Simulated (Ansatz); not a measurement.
`[CH3][Ge]([F])([SiH3])[Cl]` + `[AlH2][BH]O[SiH3]` → `[CH3][GeH]([F])[Cl]` + `[AlH2][B]([SiH3])O[SiH3]` at 600 K and 1 bar (redistribution).

Isolated molecules relaxed with PBE0-D4/def2-TZVP in Ansatz; ΔE leaves out vibrations. CBS: MP2 limit from def2 TZ/QZ plus the TZ coupled-cluster correction, frozen cores. For Ge outer-core shells are correlated without core-valence functions, which leaves a few kJ/mol of doubt a bond. Scalar relativity is left out up to krypton. Each species was taken in one conformer, which may not be the lowest.

| species | CCSD(T)/CBS energy (Eh) | H − E (kJ/mol) | S (J/(mol·K)) |
| --- | --- | --- | --- |
| `[CH3][Ge]([F])([SiH3])[Cl]` | -2966.52107 | 246.0 | 509.0 |
| `[AlH2][BH]O[SiH3]` | -634.69802 | 209.2 | 453.9 |
| `[CH3][GeH]([F])[Cl]` | -2676.23424 | 179.3 | 411.4 |
| `[AlH2][B]([SiH3])O[SiH3]` | -924.97253 | 272.6 | 536.9 |

H − E and S are ideal-gas, rigid-rotor, harmonic terms from PBE0-D4/def2-TZVP, for one conformer and one mirror image of each species. 1 Eh = 2625.50 kJ/mol, R = 8.31446 J/(mol·K).

**Question.** By hand: ΔE, ΔH, ΔS and ΔG.

**Answer.** ΔE = (-2676.23424) + (-924.97253) − (-2966.52107) − (-634.69802) = 0.01232 Eh = 32.3 kJ/mol. Δ(H − E) = 179.3 + 272.6 − 246.0 − 209.2 = -3.3, so ΔH = 29.0 kJ/mol. ΔS = 411.4 + 536.9 − 509.0 − 453.9 = -14.6 J/(mol·K). ΔG = 29.0 − 600 × (-14.6)/1000 = 37.8 kJ/mol.

**Question.** By hand: the equilibrium constant, and the temperature at which ΔG would vanish if ΔH and ΔS stayed fixed.

**Answer.** log₁₀ K = −ΔG/(RT ln 10) = -3.3. ΔH and −TΔS have one sign here, so there is no such temperature.

The number of gas molecules stays the same, so ΔS is small and ΔH decides. A doubt of 5 kJ/mol in ΔE shifts log₁₀ K by 0.4 here. Other conformers and mirror images would add mixing entropy, several J/(mol·K) or more a flexible species. Modes under 60 cm⁻¹, often nearly free rotors, make the harmonic entropy too high. These are equilibria of isolated gas molecules and say nothing of rates. Largest T1 diagnostic: 0.014 (customary marks: 0.02 for closed shells, 0.045 for open ones).
